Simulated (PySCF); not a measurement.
Ionising SeF

UHF-SCS-MP2; Se aug-cc-pVDZ-PP with ECP10, F aug-cc-pVDZ; scalar-relativistic core potentials (PySCF 2.14). Neutral (UHF): doublet (π ↑), Re = 1.784 Å, ωe = 670 cm⁻¹, De = 3.19 eV.

SeF⁻ (RHF): singlet (closed shell), Re = 1.886 Å, ωe = 548 cm⁻¹, De = 2.05 eV to Se + F⁻. The energies at the minima are -471.58485 hartree for SeF and -471.66660 for SeF⁻.

**Question.** Work out the adiabatic electron affinity, without and with harmonic zero-point energies (1 hartree = 27.2114 eV, 1 eV = 8065.5 cm⁻¹), and the change of the bond length.

**Answer.** At SCS-MP2: 0.08175 hartree = 2.225 eV between the minima; the zero-point term (670.0 − 548.0)/2 cm⁻¹ = +0.008 eV makes it 2.232 eV. Re changes by +10.2 pm against the neutral. The electron enters a π orbital, and the longer bond of the ion fits an antibonding orbital, or a change in how ionic the bond is.

Correlated steps freeze 5 core orbitals. Correlated levels converge slowly with the basis: in double zeta they bind strong bonds too weakly, by up to about 1 eV, and carry superposition errors of some tenths. For an ion De counts to the pair picked by the measured ionisation energies or electron affinities, which need not be the lowest pair at this level. Where the molecule has an RHF reference, its open-shell atoms are computed with UHF. States were picked by a PBE0 search and need not be the measured ground states.

Neutral and ion stand on different kinds of reference determinant, which adds to the error of the difference.
